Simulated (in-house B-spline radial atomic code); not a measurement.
Atomic self-consistent-field run: I³⁺. Computed with an all-electron radial atomic-structure program (B-spline basis): non-relativistic LC-wPBE, spin-polarised, spherical fractional occupations, point nucleus.

Command:
```bash
python run_scf.py task.json out
```
Settings:
```
Z                53
configuration    [Kr] 4d10 5s2 5p2
hamiltonian      nr
method           lc_wpbe
spin_polarised   True
```

Output (hartree, bohr):
```
 radial grid: 56 intervals, B-splines of order 8, outer radius 39.1892 bohr

 iter        energy (Eh)    residual
    1       -6905.181797    6.64e-01
    2       -6912.252308    4.88e-01
    3       -6917.432586    9.28e-02
    4       -6917.646066    2.82e-02
    5       -6917.654973    1.03e-02
    6       -6917.657410    1.80e-03
    7       -6917.657452    4.29e-04
    8       -6917.657454    8.29e-05
    9       -6917.657454    6.53e-06
   10       -6917.657454    7.73e-07
   11       -6917.657454    5.18e-08

 total energy                     -6917.65745
 kinetic                            6915.1438
 electron-nucleus                 -16363.8388
 Hartree                            2705.8172
 exact exchange                      -10.8183
 exchange-correlation               -163.9614

 orbital      occ     eigenvalue          <r>       <r^2>       <1/r>     <1/r^2>       <r^4>       r_max
 1s up      1.000     -1164.4536    0.0286794  0.00110001     52.4743     5526.48 3.05914e-06     0.01899
 1s down    1.000     -1164.4507    0.0286793  0.00110001     52.4744     5526.49 3.05912e-06     0.01899
 2s up      1.000      -176.6307      0.12346   0.0178956     12.0414     588.656 0.000542834      0.1049
 2s down    1.000      -176.6295      0.12346   0.0178955     12.0414     588.653 0.000542823      0.1049
 2p up      3.000      -166.0505      0.10515   0.0134367     12.0519     196.597 0.000353251     0.08203
 2p down    3.000      -166.0481      0.10515   0.0134367     12.0518     196.594 0.000353252     0.08203
 3s up      1.000       -36.7038     0.327774    0.122572     4.39403     118.366   0.0227243      0.2987
 3s down    1.000       -36.7013     0.327765    0.122564     4.39404     118.363   0.0227198      0.2987
 3p up      3.000       -32.2570     0.318209    0.117236       4.319     39.3616   0.0217645      0.2853
 3p down    3.000       -32.2540     0.318202    0.117229     4.31901      39.361   0.0217605      0.2853
 3d up      5.000       -23.9993     0.288856   0.0985787     4.18708     21.8751   0.0176571      0.2326
 3d down    5.000       -23.9965     0.288845   0.0985692     4.18717     21.8758   0.0176524      0.2326
 4s up      1.000        -7.5462     0.769645    0.668612      1.7925     25.7888    0.657085      0.7078
 4s down    1.000        -7.5394     0.769399     0.66797     1.79258     25.7845    0.654599      0.7079
 4p up      3.000        -5.9896     0.804662    0.737178     1.69002      8.2829    0.826557      0.7269
 4p down    3.000        -5.9822     0.804459    0.736562     1.68991     8.27971    0.823787      0.7272
 4d up      5.000        -3.3172     0.910958    0.968879     1.45192     3.84738     1.59148      0.7745
 4d down    5.000        -3.3062     0.906795    0.958101     1.45658     3.86728     1.54036      0.7744
 5s up      1.000        -1.8610       1.9087     4.07202    0.677444     4.10303     23.9672        1.73
 5s down    1.000        -1.7465      1.88925     3.99917    0.688451     4.29486     23.3092       1.705
 5p up      2.000        -1.3436      2.13524     5.11377    0.601248     1.24528     38.4374       1.918
```

Cost of the run: 1.5 s on 1 thread of Arm Neoverse V2, on a shared host.

Caution: exact exchange at fractional occupations of open shells leaves self-interaction of up to several eV.
